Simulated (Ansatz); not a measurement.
`CB(C=S)CCl`, relaxed with RKS PBE0-D4/def2-TZVP in the Gaussian-basis code of Ansatz from a PBE-D4/def2-SVP geometry. The force threshold is 0.005 eV/Å; the program also tests the step.

Charge 0, multiplicity 1.

Start:

```xyz
12

C     0.551    1.036   -0.983
B     0.082    0.039    0.151
C     0.858   -0.115    1.480
S     0.058    0.992    2.397
C    -1.183   -0.902   -0.096
Cl   -0.401   -2.350   -0.896
H    -0.272    1.732   -1.258
H     0.757    0.427   -1.891
H     1.455    1.628   -0.746
H     1.717   -0.718    1.840
H    -1.927   -0.504   -0.813
H    -1.696   -1.263    0.814
```

**Question.** How much energy does the relaxation release, and in how many steps? (Estimate.)

**Answer.** Computed: 0.06 eV, in 37 steps, 7 of them rejected.

**Question.** Which bonds change most? (An estimate is asked.)

**Answer.** Computed: C3–S4 from 1.645 to 1.619 Å; C5–Cl6 from 1.829 to 1.806 Å; C1–H8 from 1.113 to 1.093 Å; B2–C5 from 1.596 to 1.576 Å.

**Question.** Give the relaxed structure. (Best estimate.)

**Answer.** The calculation gave: 
```xyz
12

C     0.561    0.993   -1.006
B     0.067    0.013    0.109
C     0.755   -0.018    1.495
S    -0.003    0.984    2.516
C    -1.165   -0.940   -0.135
Cl   -0.255   -2.366   -0.766
H    -0.009    1.925   -0.890
H     0.343    0.612   -2.006
H     1.617    1.257   -0.940
H     1.654   -0.562    1.791
H    -1.858   -0.634   -0.917
H    -1.707   -1.265    0.750
```
